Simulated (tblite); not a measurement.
Species: C5H9ClF2O2S.
Geometry (GFN2-xTB, Å), atoms numbered from 1 in this order:
```
atom  x, y, z in Å
C1    -1.3308    0.5988    1.0049
C2    -0.7642   -0.4210    0.0204
C3    -1.8912   -1.2010   -0.6563
C4     0.0853    0.2509   -1.0684
C5     1.3258    0.9200   -0.5513
F6     2.2190    1.1710   -1.5278
F7     1.1384    2.0747    0.1019
S8     2.2427   -0.1915    0.6452
O9     1.7044   -0.0614    1.9561
O10    2.3521   -1.4861    0.0606
Cl11   4.0826    0.6329    0.6655
H12   -1.8488    1.3970    0.4774
H13   -0.5441    1.0319    1.6155
H14   -2.0391    0.1128    1.6705
H15   -0.1293   -1.1251    0.5659
H16   -1.4904   -1.9396   -1.3457
H17   -2.5425   -0.5269   -1.2082
H18   -2.4865   -1.7194    0.0897
H19    0.4238   -0.5033   -1.7828
H20   -0.5123    0.9958   -1.6041
```

Method: GFN2-xTB as coded in tblite; computed harmonic values from a numerical Hessian at the method's own geometry, unscaled. The method is semi-empirical: single wavenumbers can be off by several per cent or more. One conformer, not necessarily the lowest.

Harmonic wavenumbers (cm⁻¹): 47.1, 66.1, 86.9, 104.4, 142.7, 150.7, 213.5, 221.1, 247.7, 260.2, 285.2, 291.2, 327.6, 335.7, 366.8, 425.6, 445.0, 482.8, 502.9, 552.5, 654.8, 856.8, 898.1, 950.1, 958.1, 991.6, 1004.9, 1051.1, 1130.1, 1157.2, 1163.1, 1180.7, 1190.5, 1226.8, 1289.6, 1299.9, 1329.6, 1339.8, 1411.5, 1423.3, 1432.0, 1485.6, 1496.5, 1497.6, 1510.8, 2952.3, 2970.9, 2987.7, 3034.2, 3039.2, 3045.4, 3052.5, 3060.5, 3068.5.

A = 1447, B = 602.6, C = 561.1 MHz; mass 205.998 u (most abundant isotopes); point group C1, symmetry number 1.

Task: What is the zero-point energy?

Result: ½Σν̃ = 31348 cm⁻¹ = 375.01 kJ/mol.

Task: Give the ideal-gas entropy at 350 K and 1 bar in the rigid-rotor, harmonic-oscillator model (classical rotation).

Result: Translation 178.64, rotation 131.13, vibration 199.48: S = 509.3 J/(mol K).

Task: And Cp and H(350 K) − H(0)?

Result: Cp = 221.55 J/(mol K), of which vibrations give 188.29 (their classical limit is 54 R = 449.0); H(350 K) − H(0) = 47.82 kJ/mol without the zero-point energy, 36.18 from vibrations.

Task: How do the functions run with temperature in this model?

Result: 
```tsv
T (K)	S (J/(mol K))	Cp (J/(mol K))	H − H(0) (kJ/mol)	G − H(0) (kJ/mol)	ln q(vib)
50	261.5	62.6	2.22	-10.85	0.63
100	316.5	100.0	6.30	-25.35	2.25
298.15	475.5	200.0	36.89	-104.88	9.69
373.15	523.7	230.8	53.05	-142.38	12.38
500	597.8	276.1	85.31	-213.60	16.70
750	722.6	338.5	162.75	-379.18	24.50
1000	825.8	378.1	252.68	-573.10	31.47
```

q(vib) and H(0) count from the zero-point level.

Task: Which modes carry the vibrational entropy at 350 K?

Result: 47.1 cm⁻¹: 21.98; 66.1 cm⁻¹: 19.17; 86.9 cm⁻¹: 16.92; 104.4 cm⁻¹: 15.41; 142.7 cm⁻¹: 12.87; 150.7 cm⁻¹: 12.43 J/(mol K); the other 48 give 100.71 together.

Task: What must be added to the electronic energy to get the Gibbs energy at 350 K and 1 bar?

Result: ZPE + [H(350 K) − H(0)] − T·S = 375.01 + 47.82 − 178.24 = 244.59 kJ/mol.

Hindered rotation and anharmonicity are outside this model. Other conformers, if any are populated, would add a mixing term that is left out. The structure is chiral; the term R ln 2 for an equal mix with its mirror image is left out.
